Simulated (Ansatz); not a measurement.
**Which method gave which barrier?**

Saddle point of CH₃BrI (charge -1), closed shell ([CH₃I ([CH3][I]) + Br]⁻ → [CH₃Br ([CH3][Br]) + I]⁻; bonds formed: C2–Br3; bonds broken: I1–C2), PBE0-D4/def2-TZVPD structure:

```xyz
6
angstrom
I 0.5499 -1.9467 1.6350
C 0.0002 -0.0006 0.0006
Br -0.5309 1.8795 -1.5785
H -0.8947 0.2419 0.5408
H 0.9199 0.4991 0.2367
H -0.0445 -0.6731 -0.8345
```

Ansatz 0.2.0; basis: def2-TZVPPD, with def2-QZVPPD for the basis limit; cores frozen in the correlated methods. Filled d shells of the heavier atoms are correlated. Core potentials replace the inner electrons of the atoms past krypton. The def2 sets are not built for correlating such inner shells, so the correlated values are less sure here. Extrapolation: Hartree–Fock as exp(−7.88 √X), correlation as X^−2.97. Four methods, as single points on the PBE0-D4 structures, gave these electronic barriers from the start structure: 2.04, 5.28, 7.02, 10.06 kcal/mol.

(1) The methods were, in alphabetical order, BHLYP-D4, HF, PBE0-D4, SPW92. Which gave which? (A judgement: the text doesn't fix the answer.)

The T1 diagnostic stays at or below 0.014.

## Answers

(1) By the calculation: SPW92 2.04; PBE0-D4 5.28; BHLYP-D4 7.02; HF 10.06 kcal/mol. For comparison, CCSD(T) at an estimated basis limit (MP2 extrapolated from triple and quadruple zeta, plus CCSD(T) − MP2 in triple zeta) gives 8.17 kcal/mol.

Labels in which every atom is bracketed show which atoms are joined, not bond orders.

For scale, one of the runs: CCSD(T)/def2-TZVPPD, 204 basis functions, launched by `ansatz run in.yaml --threads 4 --pin off --events-out ev --progress --plain --max-ram 9574MiB`. Hardware: 4 CPU threads of a Oxide Virtual Turin-like, shared host. Wall time 24 s; peak host memory 2.1 GiB.
